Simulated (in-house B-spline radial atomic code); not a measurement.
Configurations of Cs IV (Cs3+), with energies counted from [Kr] 4d10 5s2 (5p1/2)2 (5p3/2)2. All numbers are computed (Dirac-Hartree-Fock, average of each configuration as written; Fermi nucleus of rms radius 4.8041 fm) with a radial B-spline atomic code at the basis-set limit, not measured. Energies include first-order Breit, QED and recoil terms.

Occupations are held fixed; configurations that lie above the ionisation limit could autoionise.

```csv
configuration,E - E(ref) (eV),highest orbital,its <r> (bohr)
[Kr] 4d10 5s2 (5p3/2)4,4.261,5p3/2,1.95
[Kr] 4d10 5s1 (5p1/2)2 (5p3/2)2 (7d5/2)1,51.962,7d5/2,9.031
[Ar] (3d3/2)4 (3d5/2)5 4s2 4p6 4d10 5s2 (5p3/2)4 (7g9/2)1,764.36,7g9/2,15.72
[Ar] (3d3/2)3 (3d5/2)6 4s2 4p6 4d10 5s2 (5p1/2)2 (5p3/2)2 (8g7/2)1,774.34,8g7/2,21.33
```

Task: Order these further configurations by energy, lowest first.
A. [Kr] 4d10 5s2 (5p1/2)2 (5p3/2)1 (5g7/2)1
B. [Kr] 4d10 5s2 (5p1/2)1 (5p3/2)2 6s1
C. [Kr] (4d3/2)4 (4d5/2)5 5s2 (5p1/2)2 (5p3/2)2 (8f7/2)1
D. [Kr] (4d3/2)4 (4d5/2)5 5s2 (5p1/2)1 (5p3/2)3 (5g9/2)1
E. [Kr] 4d10 5s2 (5p1/2)1 (5p3/2)3

Result: E (1.6633 eV), B (22.267 eV), A (34.89 eV), D (106.15 eV), C (108.59 eV).
